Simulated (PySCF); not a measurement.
Al(Me)(H) (CH₄Al), SMILES [AlH][CH3], multiplicity 2. Atoms are numbered in the order given.

```xyz
6

Al     0.1389     0.7785     0.0000
C     -0.0431    -1.1780     0.0000
H     -0.6181    -1.4876     0.8809
H     -0.6181    -1.4876    -0.8809
H      0.9032    -1.7212     0.0000
H     -1.2133     1.6440     0.0000
```
Charge 0, spin multiplicity 2.

The structure is a stationary point at ωB97X-D3(BJ)/def2-TZVP. The spin state was assumed, not searched. The isomer is the one that the SMILES or the coordinates give; other isomers of the formula were not compared.

Two levels are set side by side: PBE/pcH-1 (PySCF) and PBE0/pcH-1 (PySCF). Contact hyperfine couplings, same geometry. Differences are taken from unrounded values.

```json
[
 {"quantity": "A(iso) of 27Al, atom Al1 (MHz)", "PBE0": "673.2"},
 {"quantity": "A(iso) of 13C, atom C2 (MHz)", "PBE0": "68.0"},
 {"quantity": "A(iso) of 1H, atom H3 (MHz)", "PBE0": "8.9"},
 {"quantity": "A(iso) of 1H, atom H4 (MHz)", "PBE0": "8.9"},
 {"quantity": "A(iso) of 1H, atom H5 (MHz)", "PBE0": "-0.9"},
 {"quantity": "A(iso) of 1H, atom H6 (MHz)", "PBE0": "161.6"}
]
```

Question: What does PBE give, and how far is it from PBE0? (Estimate from the structure and the level; the computed values follow.)

Answer: 
| quantity | PBE | PBE minus PBE0 |
|---|---|---|
| A(iso) of 27Al, atom Al1 (MHz) | 639.3 | -33.9 |
| A(iso) of 13C, atom C2 (MHz) | 66.0 | -2.0 |
| A(iso) of 1H, atom H3 (MHz) | 10.2 | 1.3 |
| A(iso) of 1H, atom H4 (MHz) | 10.2 | 1.3 |
| A(iso) of 1H, atom H5 (MHz) | 0.1 | 1.0 |
| A(iso) of 1H, atom H6 (MHz) | 162.7 | 1.1 |

Rough cost on one machine, each run with all the roots and properties that it gave: PBE0 against PBE within a factor of 2.
